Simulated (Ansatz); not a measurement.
Ideal-gas functions of CH4BNO (`OC1BN1`) at 400 K and 1 bar, from an Ansatz frequency run at PBE0-D4/def2-TZVP.

Molar mass 56.86 g/mol, point group C1 (symmetry number 1), electronic degeneracy 1, moments of inertia 23.537, 71.386, 81.368 u Å². Harmonic wavenumbers (cm⁻¹, unscaled): 310, 323, 450, 538, 769, 814, 906, 966, 1012, 1063, 1170, 1309, 1394, 1498, 2750, 3089, 3643, 3838.

Use S(trans) = R[1.5 ln M + 2.5 ln T − 1.1517]; rotational temperatures θ = 24.2544 K / I; S(rot) = R[ln(√π/σ · √(T³/θAθBθC)) + 1.5]; for each mode x = 1.438777 ν̃/T, S = R[x/(eˣ − 1) − ln(1 − e⁻ˣ)] and H = RT x/(eˣ − 1); 1 cm⁻¹ = 0.0119627 kJ/mol; R = 8.31446 J/(mol·K).

Q: By hand: the entropy, in J/(mol·K).

A: Translation 165.4. Rotation: θ = 1.0305, 0.3398, 0.2981 K, giving 101.3. Vibration, mode by mode: 7.83, 7.52, 5.16, 4.01, 2.08, 1.83, 1.41, 1.18, 1.04, 0.89, 0.65, 0.43, 0.33, 0.24, 0.00, 0.00, 0.00, 0.00, in all 34.6. Electronic 0.0. Sum 301.3 J/(mol·K).

Q: By hand: H − E and G − E in kJ/mol, counted from the electronic energy.

A: Zero-point energy ½ × 25842 × 0.0119627 = 154.6; thermal vibration 9.1; translation, rotation and pV give 4 RT = 13.3. H − E = 177.0 kJ/mol, and G − E = 177.0 − 400 × 301.3/1000 = 56.5 kJ/mol.

Vibration gives 11 % of the entropy. The sum counts one conformer and one mirror image; others add a mixing term.
